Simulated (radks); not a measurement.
The numbers below are computed, except where a source is named.
Spherical quantum dot in the effective-mass picture: electrons in a well V = -V0 / (1 + exp((r - R)/a)) with V0 = 26.2, R = 2.62, a = 0.31, all in effective atomic units (hartree* = m*/eps^2 hartree, bohr* = eps/m* bohr), one dielectric constant everywhere. Level of theory: non-relativistic Kohn-Sham, PBE, spin-polarised, spherical densities (a radial shooting solver with Libxc functionals). Levels are named by radial order and angular momentum (1s, 1p, 1d, 2s, ...), and open shells are averaged over m.

N = 21, configuration 1s2 1p6 1d10 2s2 1f(up 1, down 0). This is the lowest configuration that the search found. Occupied and some empty levels:

| level | occupation | eigenvalue (hartree*) | <r> (bohr*) |
|---|---|---|---|
| 1s up | 1 | -12.761 | 1.434 |
| 1s down | 1 | -12.746 | 1.431 |
| 1p up | 3 | -12.146 | 1.572 |
| 1p down | 3 | -12.127 | 1.570 |
| 1d up | 5 | -11.227 | 1.680 |
| 1d down | 5 | -11.205 | 1.679 |
| 2s up | 1 | -10.143 | 1.253 |
| 2s down | 1 | -10.134 | 1.254 |
| 1f up | 1 | -10.066 | 1.771 |
| 1f down | 0 | -10.043 | 1.770 |
| 2p up | 0 | -8.7850 | 1.456 |
| 2p down | 0 | -8.7737 | 1.457 |
| 1g up | 0 | -8.7025 | 1.851 |
| 1g down | 0 | -8.6784 | 1.851 |
| 2d up | 0 | -7.2780 | 1.608 |
| 2d down | 0 | -7.2652 | 1.608 |

Energy (hartree*): total -361.606, kinetic 40.679, external -513.68, Hartree 124.85, exchange-correlation -13.458.

Electron density:

| r (bohr*) | n(r) (e/bohr*^3) |
|---|---|
| 0.0659 | 0.6467 |
| 0.314 | 0.5987 |
| 0.562 | 0.5207 |
| 0.811 | 0.4765 |
| 1.06 | 0.5164 |
| 1.31 | 0.6117 |
| 1.56 | 0.6359 |
| 1.80 | 0.4851 |
| 2.05 | 0.2377 |
| 2.30 | 0.06831 |
| 2.55 | 0.01147 |
| 2.80 | 0.001175 |
| 3.05 | 0.00008323 |
| 3.29 | 4.887e-06 |
